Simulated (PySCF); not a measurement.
Delta-SCF ions had no search for a lower state. Excitations are Tamm–Dancoff values on a coarser integration grid. The basis has no diffuse functions, so Rydberg states are missing or too high.

Cartesian coordinates (Å):
SMILES: c12ccsc2c([SiH3])ccc1Cl
```xyz
18

Si     2.8690     0.4385    -0.2282
C      1.1287    -0.2412    -0.0375
C      0.9073    -1.5821     0.2805
C     -0.3828    -2.1141     0.4284
C     -1.4913    -1.3020     0.2582
Cl    -3.0827    -1.9565     0.4403
C     -1.3363     0.0593    -0.0634
C     -2.3287     1.0703    -0.2823
C     -1.7758     2.2779    -0.5751
S     -0.0454     2.2514    -0.6002
C     -0.0179     0.5570    -0.2038
H      3.1109     1.5426     0.7500
H      3.8364    -0.6717     0.0144
H      3.0684     0.9916    -1.6025
H      1.7613    -2.2500     0.4215
H     -0.5235    -3.1668     0.6775
H     -3.4004     0.8844    -0.2194
H     -2.2973     3.2114    -0.7843
```
Charge 0, multiplicity 1.

Q: Give the S1–T1 gap (TDA), total energy, HOMO–LUMO gap, dipole moment, HOMO, vertical ionisation energy (Delta-SCF), S1 excitation (TDA) and brightest of the four lowest singlets (TDA) at the level PBE0-D3(BJ)/def2-TZVP // PBE0-D3(BJ)/def2-SVP (PySCF).

A: 
| Item | Result |
|---|---|
| S1–T1 gap (TDA) | 1.36 eV |
| total energy | -1456.3419 Ha |
| HOMO–LUMO gap | 5.21 eV |
| dipole moment | 0.39 D |
| HOMO | -6.56 eV |
| vertical ionisation energy (Delta-SCF) | 8.10 eV |
| S1 excitation (TDA) | 4.57 eV |
| brightest of the four lowest singlets (TDA) | 5.66 eV |
